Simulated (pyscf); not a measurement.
`[O]=[Mo]([OH])([F])([F])[O][SiH3]` → `[O]=[Mo](=[O])([F])[F]` + `[OH][SiH3]` (elimination; singlet surface; O–Si, Mo–O broken, O–Si formed). PySCF, gas phase, ωB97X-D3(BJ)/def2-SVP geometries. Energies in kcal/mol from the reactant's lowest minimum found.

```tsv
level	barrier	reaction energy
ωB97X-D3(BJ)/def2-TZVP	13.0	+12.6
PBE/def2-TZVP	12.6	+7.4
r²SCAN/def2-TZVP	14.1	+12.9
B3LYP-D3(BJ)/def2-TZVP	15.5	+11.6
PBE0-D3(BJ)/def2-TZVP	13.2	+10.9
ωB97M-D3(BJ)/def2-TZVP	13.6	+8.7
```

The functionals in the table span 2.9 kcal/mol in this barrier, from PBE to B3LYP-D3(BJ). On the product side the descent ends in an adduct with a Mo–O contact, 15.1 kcal/mol under the separated species and 15.6 kcal/mol under the saddle at ωB97X-D3(BJ)/def2-TZVP. What is counted as broken (Mo–O) persists as a longer contact in the product adduct; parting that adduct is a step of its own. One saddle was located; it need not be the lowest between these sides. Elements past Kr carry the def2 core potentials, without spin-orbit coupling.
